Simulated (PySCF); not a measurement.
## La⁻ (lanthanum, charge -1) across methods

[Xe] 5d2 6s2, high-spin 3F determinant. All numbers are calculated (PySCF 2.14, scalar relativity through the core potential, in def2-QZVPPD with the def2 core potential (46 electrons) (7s5p4d3f2g, 81 functions)).

| method | E (hartree) | mean ε 6s α (eV) | mean ε 5d α (eV) | mean ε 6s β (eV) | Σ⟨r²⟩ (bohr²) | ⟨S²⟩ |
| --- | --- | --- | --- | --- | --- | --- |
| r2SCAN0 | -31.4828 | -0.170 | 0.378 | 0.439 | 132.7 | 2.077 |
| LDA | -31.4194 | 0.264 | 1.465 | 0.727 | 127.3 | 2.013 |
| HSE06 | -31.4918 | 0.264 | 1.047 | 0.769 | 128.7 | 2.015 |
| wB97M-V | -31.3983 | -1.040 | -0.784 | -0.672 | 129.1 | 2.006 |
| PBE | -31.5126 | 0.386 | 1.417 | 0.845 | 128.3 | 2.012 |
| PBE0 | -31.4904 | -0.025 | 0.680 | 0.476 | 128.9 | 2.016 |
| BLYP | -31.4669 | 0.617 | 1.649 | 0.938 | 129.3 | 2.009 |
| r2SCAN | -31.5105 | 0.222 | 1.038 | 0.767 | 133.0 | 2.087 |
| UHF | -31.08120 | -1.034 | -1.690 | 0.154 | 147.1 | 2.155 |

Energies and moments cover only the electrons outside the core potential. Spin-orbit coupling, absent here, splits the open shell strongly.

The highest occupied level is positive at r2SCAN0, LDA, HSE06, PBE, PBE0, BLYP, r2SCAN, UHF: only the finite basis holds that electron, at UHF too, so the state is unbound at these levels.
